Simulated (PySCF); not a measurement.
**[Yb(H2O)3]2+: from a saddle point downhill**

PySCF 2.14.0, RKS PBE0, Yb lcecp-0-SVP with ECP60, O def2-SVP, H def2-SVP; non-relativistic Hamiltonian with scalar-relativistic core potentials where named; density fitting; no spin-orbit coupling. Relaxed within the symmetry of its start, the geometry (D3h) is

```xyz
10

Yb    0.0000    0.0000    0.0000
O     2.4071    0.0000    0.0000
H     3.0088    0.0000    0.7647
H     3.0088    0.0000   -0.7647
O    -1.2035    2.0846    0.0000
H    -1.5044    2.6057    0.7647
H    -1.5044    2.6057   -0.7647
O    -1.2036   -2.0846    0.0000
H    -1.5044   -2.6057    0.7647
H    -1.5044   -2.6057   -0.7647
```

and its lowest harmonic modes are -126, -95, -95, -9, 27, 27 cm⁻¹ (negative: unstable). It was moved along the lowest mode and relaxed again, within the group D3 that the move left.

(1) Where does it end, and how much lower?

(2) How do the contacts change?

(3) Is the end a minimum?

An lcecp potential fixes the number of 4f electrons, so in runs with it no electron can move into or out of that shell.

State: singlet in the valence, with the 4f electrons in the core potential.

## Answers

(1) In D3, 0.034 eV lower, after 19 steps:
```xyz
10

Yb    0.0000    0.0000    0.0000
O     2.4026    0.0000    0.0000
H     3.0032    0.5954    0.4811
H     3.0032   -0.5954   -0.4811
O    -1.2012    2.0807    0.0000
H    -2.0172    2.3032    0.4811
H    -0.9859    2.8986   -0.4811
O    -1.2013   -2.0807    0.0000
H    -0.9860   -2.8986    0.4811
H    -2.0173   -2.3032   -0.4811
```

(2) 
```tsv
contact	saddle (Å)	end (Å)
Yb1–O2 (H2O)	2.407	2.403
Yb1–O5 (H2O)	2.407	2.403
Yb1–O8 (H2O)	2.407	2.403
```


(3) Yes, as far as the noise of the softest modes lets one tell (those above −25 cm⁻¹ count as noise); lowest modes -23, -23, -18, 28, 28, 115 cm⁻¹.
